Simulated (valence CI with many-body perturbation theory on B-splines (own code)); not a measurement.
# Sensitivity of CI+MBPT for Sc XVII

Calculated by valence CI with perturbative core correlation (CI+MBPT): three valence electrons over a frozen Dirac-Fock core [He], radial functions for each j: 6 s, 6 p, 5 d, 3 f, 1 g, with the one-electron correlation potential Σ1 (screened to all orders), the two-electron term Σ2, the three-electron term Σ3, Breit, model QED; selected single and double excitations, second order for the rest, scaled by the run's own slope (own B-spline code, finite nucleus).

No measured spectrum was set against this ion. As an estimate, levels of excited configurations hold to 0.05 to 0.15 % of their energy, terms of the ground configuration to about 0.5 %.

The reference run has the lowest level 2s2.2p 2P°_1/2 and an ionisation energy of 1093.53 eV. Its largest variational space holds 4103 state functions.

Names give the largest LS component (configuration and term), which can be under half, so a name can repeat, a term be missing and a line seem to break the LS rules; names also repeat where a configuration has a term twice.

Changed runs:
A. lowest core n in screening and Σ2 1 → 1
B. size limit of the variational space 10000 → 1500; cutoff of virtual states (hartree) 882 → 2400; second order for the rest on → off
C. correlating orbitals by l 3 3 3 2 1 → 6 1 1 2 0
D. correlating orbitals by l 3 3 3 2 1 → 2 2 1 1 0; natural orbitals for correlation on → off (bad on purpose)

Excitation energies of the reference run in cm⁻¹, and shifts in cm⁻¹:

```tsv
Level	Reference	A	B	C	D
2s2.2p 2P°_3/2	45643	0	+64	-6.9	-13
2s.2p2 4P_1/2	287968	0	+61	-539	-3236
2s.2p2 4P_3/2	306512	0	+124	-552	-3308
2s.2p2 4P_5/2	329074	0	+133	-552	-3268
2s.2p2 2D_3/2	516941	0	+198	+228	+3088
2s.2p2 2D_5/2	520907	0	+235	+205	+2954
2s.2p2 2S_1/2	633002	0	+68	+571	+4658
2s.2p2 2P_1/2	682832	0	+76	+554	+5003
2s.2p2 2P_3/2	695496	0	+318	+495	+5487
2p3 4S°_3/2	896834	0	+160	-600	-1649
2p3 2D°_3/2	1008370	0	+190	+73	+4556
2p3 2D°_5/2	1015530	0	+203	+45	+4405
Ionisation energy (eV)	1093.53	0	+0.011	-0.07	-0.51
```

No effect on these energies: A.
